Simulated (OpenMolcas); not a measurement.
## Mo4+: moving the ligands

Mo4+ with 4 ligands (chloride) in tetrahedral coordination (Td) at 2.28 Å. Ligand basis ANO-RCC-VDZP.

```yaml
Program: OpenMolcas 26.06
Method: CASSCF
Basis: ANO-RCC-VDZP [6s5p3d1f]
Scalar_Hamiltonian: DKH2, point nucleus
Active_space: 2 electrons in 5 orbitals (4d)
State_averaging: 2S+1 = 3 even, 10 roots; 2S+1 = 1 even, 15 roots
Spin-orbit_coupling: state interaction with AMFI integrals over the reference wave functions
```

Runs around this geometry, states (labels of Td). Energies in cm-1 above the lowest state or level, χT in cm3 K/mol.

```csv
R (Å),Ground state,First state of that spin,First gap with spin-orbit (degeneracies),χT at 300 K,First state of another spin
2.16,3A2,3T2 12284,"8704 (3, 2)",0.901,1E 8852
2.28,3A2,3T2 10691,"9058 (3, 2)",0.868,1E 9454
2.35,3A2,3T2 9870,"8972 (3, 2)",0.849,1E 9737
```

Taking the first state of the same spin as R^-n, n = -ln(9870 / 12284) / ln(2.35 / 2.16) = 2.6 between the shortest and longest distance.

Without dynamic correlation the repulsion within the d shell is too large (B by tens of per cent), so at a given field states of lower spin stand too high. With metal d orbitals alone the field can be off either way by tens of per cent. Ligand-to-metal charge-transfer states are missing. With no ligand orbital active B as a rule stays too high, so bands that hang on it stand too high and its fall with covalency is understated. The least metal-like active orbital is 65 % on the metal (Löwdin) and no ligand orbital is active, so the numbers are rough (holds for R = 2.16). The least metal-like active orbital is 70 % on the metal (Löwdin) and no ligand orbital is active, so the numbers are rough (holds for R = 2.28). The least metal-like active orbital is 72 % on the metal (Löwdin) and no ligand orbital is active, so the numbers are rough (holds for R = 2.35). No measured value stands beside these numbers; the geometry was imposed, not optimised, and the real ion may take another.
